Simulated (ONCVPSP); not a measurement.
## calcium: one change to an ONCV potential, before and after

* Element: calcium
* Generator: ONCVPSP 4.0.1
* Type: optimised norm-conserving Vanderbilt (ONCV)
* Functional: LDA (Perdew-Zunger)
* Relativity: scalar-relativistic
* Frozen core: [Ne]
* Valence charge: 10
* Reference configuration: 3s2 3p6 (charge +2)
* Partial waves: 3s: rc 1.35 bohr, ncon 3, nbas 6, qcut 9.5 1/bohr, 2 projectors, debl 2.8 Ha; 3p: rc 1.80 bohr, ncon 4, nbas 8, qcut 9 1/bohr, 2 projectors, debl 1.1 Ha; d scattering state at 0.36 Ha: rc 1.40 bohr, ncon 4, nbas 8, qcut 7.1 1/bohr, 3 projectors, debl 0.8 Ha
* Local potential: polynomial inside 1.10 bohr (lpopt 5, dvloc0 0 Ha)
* Core correction: Teter function, fcfact 5.25, rcfact 1.1

In the p channel the program set the typed energies aside and used -1.584, 0.250 Ha. In the d channel the program set the typed energies aside and used 0.050, 0.850, 1.650 Ha.

All-electron outer shells of the reference configuration (LDA (Perdew-Zunger), scalar-relativistic, ld1.x):

| shell | level (eV) | outermost node (bohr) | outermost maximum (bohr) |
| --- | --- | --- | --- |
| 3p | -43.12 | 0.42 | 1.04 |

Change: core correction Teter function, fcfact 5.25, rcfact 2.

Cutoffs: the cutoffs (Ha) at which the residual kinetic energy of the hardest occupied pseudo-wave falls to 1 and 0.1 mHa per electron; they do not see the model core or the augmentation charge, which bear on the density cutoff. Errors are all-electron minus pseudo energies relative to the spin-unpolarised reference configuration.

Q: How do hardness, ghosts and transferability respond?

A: The potential gets neither clearly harder nor softer (29 Ha and 34 Ha → 29 Ha and 34 Ha); both files keep a bound ghost (d); of the 4 tests that both files solve, the error grows in 0 and shrinks in 3 by more than 15 % and 0.3 meV (median size 0.8 → 0.4 meV). That the errors move this way runs against the usual rule that smaller radii transfer better. A model core, the more so a compact one, raises the density cutoff, which this test does not measure.

| quantity | base | changed |
| --- | --- | --- |
| cutoff, loose | 29 Ha | 29 Ha |
| cutoff, tight | 34 Ha | 34 Ha |
| bound ghosts | d | d |
| GHOST(+) flags under 300 eV | none | none |
| error for 3s2 3p6 4s2, meV [ΔE -18.41 eV] | +1.0 | +0.5 |
| error for 3s2 3p6 4s1, meV [ΔE -11.95 eV] | +0.6 | +0.3 |
| error for 3s2 3p6 4s1.5, meV [ΔE -15.85 eV] | +0.9 | +0.4 |
| error for 3s2 3p6 4s1 4p1, meV [ΔE -15.92 eV] | +0.8 | +0.4 |
| s: phases at 1.37 bohr within 0.05 rad from the reference energy up to (Ha; the scan ends near 5) | to the end of the scan | to the end of the scan |
| p: phases at 1.83 bohr within 0.05 rad from the reference energy up to (Ha; the scan ends near 5) | to the end of the scan | to the end of the scan |
| d: phases at 1.42 bohr within 0.05 rad from the reference energy up to (Ha; the scan ends near 5) | to the end of the scan | to the end of the scan |
| rms error of d²Exc/dni dnj with the model core, mHa | 2.63 | 7.75 |

 A true bound ghost makes a file unfit for plane-wave use even where its test errors are small: the radial tests pick states by their node count and pass the ghost by.
